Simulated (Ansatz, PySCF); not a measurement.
Diatomic BeH-, closed-shell singlet (lowest of 2S+1 = 1, 3 at CCSD(T)/def2-TZVPP on PBE0 minima; our sources give no spin for the ground state, which may be another).

Constants: fifth-degree fit in 1/R to seven points, most abundant isotopes. Runs in def2 and cc sets follow the lowest solution found near the PBE0 minimum. The singlet is held restricted. HF and MP2 rows in def2 and cc sets belong to the determinant that coupled cluster picked by its CCSD energy.

Correlated levels freeze the inner cores; with def2 sets outer-core shells near the valence are correlated too. CBS: X⁻³ extrapolation of the correlation energy, Hartree–Fock from the larger set. Rows in 3-21G, 6-31G* carry no dispersion term and start afresh at each structure (6-31G* with six Cartesian d functions).

The values were computed with Ansatz (Gaussian basis) for Hartree–Fock, density functionals and correlated methods; PySCF for 3-21G rows, 6-31G* rows. 

| level | r_e (Å) | ω_e (cm⁻¹) | ω_e x_e (cm⁻¹) |
|---|---|---|---|
| HF/3-21G | 1.507 | 1483 | 36 |
| HF/6-31G* | 1.498 | 1479 | 40 |
| HF/aug-cc-pV5Z | 1.410 | 1712 | 48 |
| PBE/def2-TZVPP | 1.447 | 1513 | 48 |
| r2SCAN/def2-TZVPP | 1.440 | 1550 | 49 |
| CCSD/def2-TZVPP | 1.436 | ___ | 45 |
| CCSD(T)/def2-QZVPP | 1.434 | 1599 | 47 |
| CCSD(T)/CBS(aug-cc-pVQZ, aug-cc-pV5Z) | ___ | ___ | 50 |

Task: What belongs in the gaps?

Result: 
- CCSD(T)/CBS(aug-cc-pVQZ, aug-cc-pV5Z), r_e (Å): 1.418
- CCSD(T)/CBS(aug-cc-pVQZ, aug-cc-pV5Z), ω_e (cm⁻¹): 1645
- CCSD/def2-TZVPP, ω_e (cm⁻¹): 1576

Doubts at one or more of the structures used: a restricted determinant that unrestricted orbitals would lower (HF/aug-cc-pV5Z, CCSD/def2-TZVPP, CCSD(T)/def2-QZVPP, CCSD(T)/CBS(aug-cc-pVQZ, aug-cc-pV5Z)).

Ansatz is an electronic-structure program.
